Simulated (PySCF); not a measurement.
**Distorted geometries of [La(P5)2]+**

[La(P5)2]+ (singlet). PySCF 2.14.0, RKS PBE, La lcecp-1-SVP with ECP46, P def2-SVP; non-relativistic Hamiltonian with scalar-relativistic core potentials where named; density fitting; no spin-orbit coupling. Relaxed geometry:

```xyz
11

La   -0.8509    0.0005    0.0000
P     0.1778    1.8290    2.3965
P    -1.4510    0.5654    3.0380
P    -0.8265   -1.4792    2.7885
P     1.1686   -1.4835    1.9837
P     1.7921    0.5702    1.7456
P     0.1777   -1.8292   -2.3956
P    -1.4510   -0.5657   -3.0377
P    -0.8264    1.4789   -2.7892
P     1.1687    1.4834   -1.9845
P     1.7921   -0.5703   -1.7453
```

**Question.** Order these distorted geometries by energy above the relaxed one, lowest first.
A.
```xyz
11

La   -0.8832   -0.0595    0.0044
P     0.1804    1.8216    2.3720
P    -1.4691    0.5919    3.0132
P    -0.8334   -1.4742    2.8181
P     1.1449   -1.4371    1.9850
P     1.8337    0.6216    1.7677
P     0.1439   -1.9201   -2.4169
P    -1.4437   -0.5337   -3.0476
P    -0.7915    1.4822   -2.7655
P     1.1848    1.4822   -1.9300
P     1.8043   -0.5756   -1.8005
```
B.
```xyz
11

La   -0.8562    0.0344   -0.0959
P     0.1019    1.6409    2.5029
P    -1.4880    0.5421    2.8632
P    -0.5857   -1.5252    2.7179
P     1.0537   -1.3901    2.0729
P     1.6628    0.7329    1.7308
P     0.1901   -1.9643   -2.3467
P    -1.4381   -0.5045   -3.1351
P    -0.7871    1.5390   -2.5197
P     1.0979    1.5032   -2.0287
P     1.9199   -0.6090   -1.7617
```
C.
```xyz
11

La   -0.9087   -0.0402    0.0387
P     0.1949    1.7590    2.3847
P    -1.4430    0.5555    2.9636
P    -0.8389   -1.4693    2.7936
P     1.1643   -1.4511    2.0154
P     1.7693    0.5978    1.7660
P     0.2134   -1.8443   -2.4213
P    -1.4295   -0.5228   -3.0960
P    -0.8132    1.4782   -2.7520
P     1.1521    1.5256   -1.9378
P     1.8103   -0.5890   -1.7549
```

**Answer.** A (0.12 eV), C (0.19 eV), B (3.34 eV).

**Question.** Which forces (eV/Å) act in the one that lies 0.12 eV up?

**Answer.** 
```
La   0.25  0.07 -0.10
P   -0.16  0.39  0.06
P    0.05 -0.20  0.03
P    0.03  0.32 -0.10
P    0.30 -0.13  0.05
P   -0.34 -0.46 -0.08
P    0.29  1.22  0.06
P    0.13 -0.46  0.05
P   -0.21  0.09  0.03
P    0.06 -0.26 -0.08
P   -0.40 -0.58  0.08
```
Forces carry noise of the integration grid, about 0.01 to 0.03 eV/Å.

A frequency check found unstable modes (2, the lowest at -17 cm⁻¹), so the relaxed geometry is a saddle point, or these are noise.
